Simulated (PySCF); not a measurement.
C₄H₁₀N₂Si.
SMILES: `C=CN1CCN[SiH2]1`

The calculation used PySCF, TDDFT CAM-B3LYP/def2-SVPD, vertical, gas phase, core orbitals frozen in the response. The structure is a single GFN2-xTB conformer in the gas phase; no vibrational or solvent corrections.

```tsv
state	E (eV)	λ (nm)	ν̃ (cm⁻¹)	f	main configurations (H = HOMO, L = LUMO)
S1	5.30	234.1	42720	0.0024	H→L (70%), H→L+1 (21%)
S2	5.62	220.6	45320	0.038	H→L+1 (69%), H→L (16%)
S3	5.91	209.8	47660	0.0053	H-1→L (90%)
S4	6.35	195.4	51180	0.345	H→L+4 (85%)
S5	6.42	193.2	51760	0.119	H-1→L+1 (38%), H→L+3 (33%), H→L+4 (8%)
S6	6.52	190.0	52630	0.012	H-1→L+1 (35%), H→L+3 (25%), H→L+5 (18%)
S7	6.61	187.7	53280	0.010	H→L+2 (73%)
S8	6.90	179.6	55670	0.0046	H→L+5 (63%), H→L+6 (17%)
```

Triplets (Tamm–Dancoff): T1 4.17 eV, H→L+4 (80%); T2 5.18 eV, H→L (70%), H→L+1 (20%); T3 5.53 eV, H→L+1 (56%), H-1→L (16%), H→L (12%).

The lowest singlet comes at 234 nm (511 kJ/mol) in the ultraviolet; it is very weak; its leading configuration is HOMO→LUMO (70%). The most intense listed level is S4 at 6.35 eV (195 nm, f = 0.345), 1.05 eV above S1. Löwdin shares by element: HOMO carbon 46% or more, nitrogen 31% or more (atoms not listed hold the other 23%); LUMO silicon 35%, hydrogen 32% or more (atoms not listed hold the other 33%). The listed states span 1.61 eV, and the widest gap between neighbours is 0.44 eV (S3 to S4). Of the 8 states listed, 5 reach f = 0.01 and none stays under 0.0005. The oscillator strengths of these states sum to 0.537; summed over the whole spectrum of an exact calculation they would give the number of electrons, 62 (Thomas–Reiche–Kuhn). Only the lowest 8 singlets were computed, as vertical energies without vibronic structure.
